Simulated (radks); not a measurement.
The numbers below are computed, except where a source is named.
The oxygen anion O2-, [Ne], held by a Watson sphere: a shell of charge +2.19 at radius R that stands for the Madelung well of a crystal (potential energy -2.19/R inside, -2.19/r outside, in hartree with lengths in bohr). Code: a radial shooting solver on a logarithmic mesh with Libxc functionals. Model: non-relativistic Kohn-Sham, PBEsol, spin-polarised, spherical densities, point nucleus. Response by self-consistent Sternheimer equations with the Hartree and adiabatic LDA kernel. The sphere does not respond.

R (bohr)  e(1s) (eV)  e(2s) (eV)  e(2p) (eV)  <r> 2p (bohr)  sum of <r^2> (bohr^2)  X-ray form factor at sin(theta)/lambda = 0.2 1/angstrom  alpha (bohr^3)
1.73         -508.08     -25.500     -10.938          1.404                  19.16                                                    6.294           9.770
1.85         -508.08     -24.781     -10.373          1.435                  20.01                                                    6.213           11.05
1.95         -508.04     -24.220      -9.922          1.460                  20.71                                                    6.152           12.23
2.34         -507.69     -22.345      -8.345          1.550                  23.40                                                    5.964           18.03
2.47         -507.52     -21.821      -7.882          1.578                  24.30                                                    5.916           20.45
2.94         -506.86     -20.268      -6.448          1.673                  27.57                                                    5.791           31.83
3.32         -506.34     -19.324      -5.526          1.744                  30.30                                                    5.730           44.88
